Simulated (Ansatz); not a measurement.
Born–Oppenheimer molecular dynamics of C2H6SSi (10 atoms, charge 0, multiplicity 1). It starts from a relaxed structure.

All numbers below come from Ansatz 0.2.0, RHF/6-31G.

```yaml
ensemble: NVE (velocity Verlet)
time_step: 1 fs
steps_asked: 266
starting_velocities_drawn_for: 100 K
masses: H 2.014 u
seed: 335573
```

Frames 2 fs apart, positions in Å, forces in eV/Å.

Velocities at 80.0 fs (Å/ps):

```
Si -0.22 0.18 -0.69
C -0.69 1.26 3.98
C -0.94 2.22 -0.07
S 0.62 -0.29 -0.16
H -1.57 -5.24 1.46
H 1.07 0.36 -0.31
H -0.26 1.60 0.59
H 1.57 -6.07 0.30
H 0.88 -5.46 -8.75
H 1.32 -3.69 -4.40
```

```xyz
10
Properties=species:S:1:pos:R:3:forces:R:3 time_fs=80.0 energy_less_start_eV=0.066 T=38
Si -1.178 0.728 -0.141 0.37 0.15 -0.07
C 0.261 -0.352 0.616 0.28 1.18 0.80
C 1.260 -0.722 -0.387 0.60 0.19 -0.05
S 2.783 -0.035 -0.562 -0.64 -0.37 -0.07
H -0.660 2.077 -0.507 -0.01 -0.04 0.08
H -2.211 0.858 0.928 -0.12 -0.09 -0.21
H -1.633 0.069 -1.402 -0.26 -0.03 0.16
H -0.202 -1.205 1.056 -0.38 -0.78 0.09
H 0.690 0.229 1.449 -0.11 -0.27 -0.65
H 0.935 -1.497 -1.064 0.27 0.05 -0.07
10
Properties=species:S:1:pos:R:3:forces:R:3 time_fs=82.0 energy_less_start_eV=0.045 T=57
Si -1.179 0.728 -0.143 0.31 -0.03 0.08
C 0.260 -0.348 0.625 -0.16 0.09 -0.10
C 1.259 -0.717 -0.388 0.44 -0.13 -0.22
S 2.784 -0.036 -0.562 -0.63 -0.32 -0.05
H -0.663 2.067 -0.503 0.07 0.17 0.02
H -2.211 0.858 0.925 -0.16 -0.08 -0.19
H -1.636 0.072 -1.400 -0.26 -0.07 0.11
H -0.202 -1.224 1.057 -0.16 -0.26 -0.07
H 0.692 0.217 1.427 0.23 0.27 0.22
H 0.941 -1.503 -1.073 0.31 0.36 0.21
10
Properties=species:S:1:pos:R:3:forces:R:3 time_fs=84.0 energy_less_start_eV=0.061 T=43
Si -1.178 0.728 -0.144 0.25 -0.18 0.21
C 0.258 -0.344 0.633 -0.58 -1.05 -0.91
C 1.259 -0.713 -0.389 0.30 -0.22 -0.17
S 2.784 -0.037 -0.563 -0.55 -0.24 -0.04
H -0.665 2.060 -0.499 0.13 0.32 -0.04
H -2.213 0.857 0.919 -0.19 -0.06 -0.16
H -1.644 0.073 -1.395 -0.24 -0.10 0.06
H -0.205 -1.247 1.057 0.13 0.38 -0.24
H 0.697 0.209 1.410 0.51 0.71 0.98
H 0.952 -1.503 -1.078 0.23 0.43 0.29
10
Properties=species:S:1:pos:R:3:forces:R:3 time_fs=86.0 energy_less_start_eV=0.054 T=49
Si -1.178 0.729 -0.145 0.20 -0.21 0.28
C 0.255 -0.343 0.639 -0.37 -1.24 -0.97
C 1.260 -0.709 -0.390 0.22 -0.07 0.11
S 2.783 -0.038 -0.563 -0.42 -0.14 -0.02
H -0.664 2.059 -0.496 0.15 0.35 -0.06
H -2.219 0.854 0.910 -0.20 -0.03 -0.11
H -1.656 0.073 -1.389 -0.19 -0.11 0.02
H -0.206 -1.264 1.052 0.26 0.71 -0.25
H 0.712 0.215 1.409 0.31 0.53 0.87
H 0.967 -1.494 -1.078 0.06 0.22 0.13
10
Properties=species:S:1:pos:R:3:forces:R:3 time_fs=88.0 energy_less_start_eV=0.035 T=67
Si -1.177 0.729 -0.146 0.15 -0.13 0.28
C 0.251 -0.345 0.642 0.39 -0.49 -0.47
C 1.263 -0.706 -0.391 0.18 0.19 0.46
S 2.782 -0.040 -0.564 -0.27 -0.03 -0.01
H -0.661 2.064 -0.494 0.11 0.24 -0.05
H -2.228 0.851 0.898 -0.18 -0.01 -0.07
H -1.672 0.070 -1.383 -0.13 -0.09 0.00
H -0.202 -1.267 1.043 0.18 0.58 -0.08
H 0.732 0.230 1.425 -0.27 -0.12 0.09
H 0.984 -1.482 -1.075 -0.15 -0.14 -0.15
10
Properties=species:S:1:pos:R:3:forces:R:3 time_fs=90.0 energy_less_start_eV=0.050 T=53
Si -1.176 0.728 -0.146 0.11 0.01 0.23
C 0.247 -0.349 0.643 1.13 0.52 -0.13
C 1.265 -0.702 -0.391 0.08 0.27 0.63
S 2.781 -0.042 -0.564 -0.08 0.10 0.01
H -0.655 2.075 -0.493 0.03 0.04 -0.02
H -2.241 0.847 0.885 -0.13 0.01 -0.04
H -1.691 0.066 -1.376 -0.05 -0.06 0.01
H -0.195 -1.260 1.033 -0.06 0.10 0.18
H 0.748 0.242 1.443 -0.74 -0.64 -0.57
H 0.997 -1.471 -1.075 -0.29 -0.35 -0.31
10
Properties=species:S:1:pos:R:3:forces:R:3 time_fs=92.0 energy_less_start_eV=0.062 T=42
Si -1.175 0.728 -0.146 0.05 0.15 0.16
C 0.248 -0.352 0.644 1.40 1.12 -0.16
C 1.268 -0.697 -0.389 -0.11 0.00 0.45
S 2.779 -0.043 -0.565 0.14 0.23 0.03
H -0.649 2.086 -0.492 -0.05 -0.17 0.02
H -2.256 0.844 0.872 -0.05 0.03 -0.02
H -1.710 0.061 -1.369 0.05 -0.01 0.03
H -0.189 -1.251 1.026 -0.28 -0.37 0.38
H 0.749 0.243 1.450 -0.83 -0.75 -0.72
H 1.006 -1.468 -1.081 -0.31 -0.24 -0.17
10
Properties=species:S:1:pos:R:3:forces:R:3 time_fs=94.0 energy_less_start_eV=0.042 T=60
Si -1.173 0.728 -0.146 -0.03 0.22 0.09
C 0.253 -0.351 0.644 0.95 0.84 -0.43
C 1.271 -0.693 -0.385 -0.31 -0.46 0.04
S 2.778 -0.045 -0.565 0.35 0.34 0.04
H -0.644 2.093 -0.491 -0.11 -0.31 0.04
H -2.273 0.842 0.858 0.04 0.04 0.01
H -1.729 0.055 -1.362 0.14 0.04 0.05
H -0.189 -1.248 1.026 -0.28 -0.40 0.34
H 0.735 0.230 1.444 -0.51 -0.40 -0.31
H 1.008 -1.468 -1.089 -0.24 0.08 0.14
10
Properties=species:S:1:pos:R:3:forces:R:3 time_fs=96.0 energy_less_start_eV=0.038 T=63
Si -1.172 0.728 -0.145 -0.13 0.20 0.05
C 0.260 -0.348 0.643 -0.05 -0.18 -0.83
C 1.273 -0.689 -0.381 -0.38 -0.77 -0.31
S 2.777 -0.046 -0.566 0.51 0.41 0.04
H -0.641 2.095 -0.489 -0.14 -0.34 0.03
H -2.289 0.840 0.844 0.13 0.05 0.04
H -1.745 0.050 -1.354 0.22 0.07 0.05
H -0.193 -1.252 1.032 -0.07 -0.01 0.07
H 0.712 0.210 1.433 0.09 0.27 0.50
H 1.006 -1.467 -1.095 -0.18 0.30 0.38
10
Properties=species:S:1:pos:R:3:forces:R:3 time_fs=98.0 energy_less_start_eV=0.062 T=42
Si -1.171 0.728 -0.145 -0.23 0.10 0.04
C 0.268 -0.345 0.639 -0.95 -1.02 -0.93
C 1.273 -0.689 -0.378 -0.28 -0.76 -0.43
S 2.777 -0.046 -0.566 0.56 0.41 0.04
H -0.640 2.091 -0.486 -0.11 -0.26 0.00
H -2.302 0.839 0.831 0.19 0.06 0.08
H -1.757 0.046 -1.345 0.27 0.07 0.01
H -0.199 -1.257 1.039 0.15 0.37 -0.21
H 0.690 0.195 1.431 0.55 0.76 1.05
H 1.000 -1.460 -1.095 -0.16 0.26 0.36
10
Properties=species:S:1:pos:R:3:forces:R:3 time_fs=100.0 energy_less_start_eV=0.056 T=47
Si -1.170 0.729 -0.144 -0.30 -0.06 0.06
C 0.273 -0.345 0.632 -1.14 -0.86 -0.15
C 1.273 -0.690 -0.377 -0.03 -0.44 -0.31
S 2.777 -0.046 -0.566 0.52 0.36 0.03
H -0.642 2.081 -0.484 -0.06 -0.09 -0.05
H -2.312 0.839 0.819 0.23 0.06 0.13
H -1.764 0.044 -1.336 0.28 0.05 -0.07
H -0.202 -1.255 1.043 0.21 0.44 -0.35
H 0.678 0.194 1.448 0.48 0.57 0.63
H 0.991 -1.449 -1.087 -0.19 -0.03 0.09
10
Properties=species:S:1:pos:R:3:forces:R:3 time_fs=102.0 energy_less_start_eV=0.053 T=49
Si -1.170 0.730 -0.143 -0.33 -0.21 0.09
C 0.274 -0.348 0.625 -0.80 0.03 0.97
C 1.272 -0.693 -0.376 0.23 -0.03 -0.10
S 2.778 -0.045 -0.567 0.41 0.26 0.02
H -0.644 2.070 -0.482 0.02 0.11 -0.10
H -2.317 0.840 0.810 0.23 0.06 0.19
H -1.765 0.043 -1.328 0.26 0.02 -0.15
H -0.201 -1.245 1.040 0.09 0.15 -0.30
H 0.675 0.203 1.476 0.11 -0.01 -0.36
H 0.978 -1.439 -1.078 -0.20 -0.37 -0.26
```

Of the whole run (266 fs, mean temperature of the second half 51 K): The conserved energy stayed within 0.21 meV per atom of its start (net change 0.077 meV per atom), so the integration is sound. The temperature averaged 0.51 of the 100 K drawn at the start: a run that starts near a minimum puts about half its kinetic energy into the potential. A run of 0.27 ps of so small a system gives no equilibrium averages. Limits of this set-up: no polarisation functions.

The run took 4.4 min on 1 thread of Arm Neoverse V2 (shared host), peak memory 0.1 GiB.
